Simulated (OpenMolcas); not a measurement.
## Ag2+ in SrO: curves along the breathing mode

Ag2+ with its 6 nearest oxide ions, on the Sr site of SrO (a = 5.1602 Å, distance in the model lattice 2.580 Å). The rest of the host is ab initio model potentials to 7.6 Å, with orthogonalisation functions on the cations behind the ligands, and point charges beyond; the distance is set by hand and nothing relaxes. Ligand basis ANO-RCC-VDZP.

| Quantity | Value |
| --- | --- |
| Program | OpenMolcas 26.06 |
| Method | CASSCF |
| Basis | ANO-RCC-VDZP [6s5p3d1f] |
| Scalar Hamiltonian | DKH2, point nucleus |
| Active space | 9 electrons in 5 orbitals (4d) |
| State averaging | 2S+1 = 2 even, 5 roots |
| Spin-orbit coupling | RASSI with atomic mean-field integrals over the reference wave functions |

Spin-free energies (labels of O, the rotations of Oh) in cm-1 above the lowest fitted minimum, as all ligands move together:

```
R (Å)     2E    2T2
2.252  11730  25220
2.305   5790  18460
2.358   2020  14040
2.411    220  11760
2.464    250  11460
2.517   2000  13050
 2.57   5410  16470
```

Cubic fits give the following; the wavenumber is harmonic, with the mass of all moving ligands, small differences in it between states hang on the degree of the fit, a number in brackets counts states of one label, and the table is a selection of at most 14 states with clean curves.

```json
{"State": "2E", "R0 (Å)": "2.436", "Breathing mode (cm-1)": "474", "Minimum (cm-1)": "0"}
{"State": "2T2", "R0 (Å)": "2.445", "Breathing mode (cm-1)": "493", "Minimum (cm-1)": "11330"}
```

The minimum of 2T2 is shifted by +0.0090 Å against 2E (from the unrounded fits). With M = 96.0 u for the moving shell, the Huang-Rhys factor in this mode is S = M ω ΔR² / 2ħ = 0.01483 × 96.0 × 474 × 0.0090² = 0.05. Only the first shell moves, against a rigid host.

An orbital doublet at a regular site is open to a Jahn-Teller distortion, which this geometry leaves out. With metal d orbitals alone the field can be off either way by tens of per cent. Ligand-to-metal charge-transfer states are missing. The least metal-like active orbital is 81 % on the metal (Löwdin) and no ligand orbital is active, so the numbers are rough (holds for R = 2.252). The least metal-like active orbital is 80 % on the metal (Löwdin) and no ligand orbital is active, so the numbers are rough (holds for R = 2.305; R = 2.358). The least metal-like active orbital is 79 % on the metal (Löwdin) and no ligand orbital is active, so the numbers are rough (holds for R = 2.411). The least metal-like active orbital is 78 % on the metal (Löwdin) and no ligand orbital is active, so the numbers are rough (holds for R = 2.464). The least metal-like active orbital is 76 % on the metal (Löwdin) and no ligand orbital is active, so the numbers are rough (holds for R = 2.517). The least metal-like active orbital is 73 % on the metal (Löwdin) and no ligand orbital is active, so the numbers are rough (holds for R = 2.57). No measured value stands beside these numbers.
